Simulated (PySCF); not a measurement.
Members of one family of related compounds. Method used: PySCF 2.14.0, density-fitted response routines, TDDFT wB97X-D/def2-SVPD, vertical, gas phase, core orbitals frozen in the response. Geometries: PBE0-D3(BJ)/def2-SVP; one conformer of each isolated species. Triplets are in the Tamm–Dancoff approximation. 'Strongest' means the level of largest summed f among the lowest 10 singlets; it needn't be the same kind of state in each. Relativistic effects are left out although some hold elements past zinc.

Question: Rank by computed lowest triplet energy, lowest first.
A. `[SiH3][GeH2][GeH2][SH]`
B. `CO[B](OC)[GeH2][GeH2][SiH3]`
C. `CN(C)[C](=O)[GeH2][GeH2][SiH3]`
D. `C[N](C)[GeH2][GeH2][SiH3]`
E. `CO[CH2][GeH2][GeH2][SiH3]`
F. `C/N=[CH]\[GeH2][GeH2][SiH3]`
G. `[H]/N=[CH]\[GeH2][GeH2][SiH3]`

Answer: F (3.48 eV), G (3.66 eV), C (4.55 eV), D (4.80 eV), A (4.94 eV), B (5.61 eV), E (6.02 eV).

```json
{"SMILES": "C/N=[CH]\\[GeH2][GeH2][SiH3]", "T1 (eV)": "3.48", "LUMO (eV)": "0.71", "f (S1)": "0.003", "gap (eV)": "9.38", "α (au)": "130.1", "strongest (eV)": "7.03", "S1 mainly": "H→L (84%)"}
{"SMILES": "[H]/N=[CH]\\[GeH2][GeH2][SiH3]", "T1 (eV)": "3.66", "LUMO (eV)": "0.66", "f (S1)": "0.011", "gap (eV)": "9.58", "α (au)": "120.7", "strongest (eV)": "6.61", "S1 mainly": "H→L (76%)"}
{"SMILES": "CN(C)[C](=O)[GeH2][GeH2][SiH3]", "T1 (eV)": "4.55", "LUMO (eV)": "1.46", "f (S1)": "0.002", "gap (eV)": "10.42", "α (au)": "147.3", "strongest (eV)": "6.85", "S1 mainly": "H→L+1 (44%)"}
{"SMILES": "C[N](C)[GeH2][GeH2][SiH3]", "T1 (eV)": "4.80", "LUMO (eV)": "1.40", "f (S1)": "0.066", "gap (eV)": "9.26", "α (au)": "134.0", "strongest (eV)": "5.82", "S1 mainly": "H→L (67%)"}
{"SMILES": "[SiH3][GeH2][GeH2][SH]", "T1 (eV)": "4.94", "LUMO (eV)": "0.83", "f (S1)": "0.090", "gap (eV)": "9.68", "α (au)": "122.3", "strongest (eV)": "6.73", "S1 mainly": "H→L (82%)"}
{"SMILES": "CO[B](OC)[GeH2][GeH2][SiH3]", "T1 (eV)": "5.61", "LUMO (eV)": "1.47", "f (S1)": "0.000", "gap (eV)": "10.62", "α (au)": "145.8", "strongest (eV)": "6.97", "S1 mainly": "H→L (77%)"}
{"SMILES": "CO[CH2][GeH2][GeH2][SiH3]", "T1 (eV)": "6.02", "LUMO (eV)": "1.51", "f (S1)": "0.041", "gap (eV)": "10.74", "α (au)": "127.0", "strongest (eV)": "6.86", "S1 mainly": "H→L+1 (39%)"}
```

H and L stand for HOMO and LUMO.

- `C/N=[CH]\[GeH2][GeH2][SiH3]`: Löwdin shares by element: HOMO nitrogen 45%, carbon 23%, germanium 12% or more (atoms not listed hold the other 19%); LUMO germanium 27%, nitrogen 25%, carbon 24% or more (atoms not listed hold the other 24%).
- `[H]/N=[CH]\[GeH2][GeH2][SiH3]`: Löwdin shares by element: HOMO nitrogen 39%, germanium 23%, carbon 17% (atoms not listed hold the other 21%); LUMO nitrogen 27%, carbon 26%, germanium 24% (atoms not listed hold the other 23%).
- `CN(C)[C](=O)[GeH2][GeH2][SiH3]`: Löwdin shares by element: HOMO oxygen 44%, germanium 20%, carbon 14% or more (atoms not listed hold the other 21%); LUMO germanium 31%, carbon 12% or more, hydrogen 11% or more (atoms not listed hold the other 46%).
- `C[N](C)[GeH2][GeH2][SiH3]`: Löwdin shares by element: HOMO nitrogen 49%, germanium 17%, carbon 7% or more (atoms not listed hold the other 27%); LUMO germanium 34%, silicon 24%, hydrogen 10% or more (atoms not listed hold the other 32%).
- `[SiH3][GeH2][GeH2][SH]`: Löwdin shares by element: HOMO sulfur 58%, germanium 25%, silicon 5%; LUMO germanium 37%, sulfur 25%, silicon 16% (atoms not listed hold the other 22%).
- `CO[B](OC)[GeH2][GeH2][SiH3]`: Löwdin shares by element: HOMO germanium 58%, silicon 15%, hydrogen 5% or more (atoms not listed hold the other 22%); LUMO germanium 38%, boron 18%, oxygen 12% or more (atoms not listed hold the other 32%).
- `CO[CH2][GeH2][GeH2][SiH3]`: Löwdin shares by element: HOMO germanium 54%, silicon 18%, carbon 6% or more (atoms not listed hold the other 23%); LUMO germanium 43%, silicon 16%, hydrogen 8% or more (atoms not listed hold the other 33%).

Without π bonds the low states are Rydberg-like; a valence basis with one diffuse set may place them up to an eV too high.
